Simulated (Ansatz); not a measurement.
Reaction (substitution at a C–Si bond): `C#C[SiH](C)Cl` + `N[SiH3]` → `C#CN[SiH3]` + `C[SiH2]Cl`

Calculated with Ansatz (gas phase, PBE0-D4/def2-TZVP geometries, no zero-point term in ΔE). CBS: MP2 limit from def2 TZ/QZ plus the TZ coupled-cluster correction, frozen cores. This one scheme is used for every species. Functionals use def2-TZVPP. B3LYP here is the variant with VWN-RPA as its local correlation; programs differ in this.

```csv
level,ΔE (eV)
PBE-D4,0.79
PBE0-D4,0.80
ωB97X-V,0.85
revPBE,0.80
B3LYP,0.81
HF/def2-SVP,0.70
CCSD/def2-TZVPP,0.95
MP2/CBS(def2),1.03
```

Problem. What does CCSD(T)/CBS give? (Best estimate.)

Solution. Ansatz gave: +0.99 eV. The listed levels differ from it by -0.20, -0.19, -0.14, -0.19, -0.18, -0.29, -0.04, 0.04 eV.

Largest T1 diagnostic among the species: 0.012.

At CCSD(T), def2-SVP lies −0.24 eV from the extrapolated value and def2-TZVPP −0.02 eV. Leaving LDA and LC-ωPBE aside and taking each functional with its dispersion term where it has one, the values, not all of them listed here, spread over 0.14 eV, from PBE-D4 to B97M-V. LDA lies −0.11 eV from PBE without D4. In def2-TZVPP, CCSD(T) changes the Hartree–Fock value by +0.11 eV (the triples alone add +0.02 eV) and MP2 by +0.15 eV.
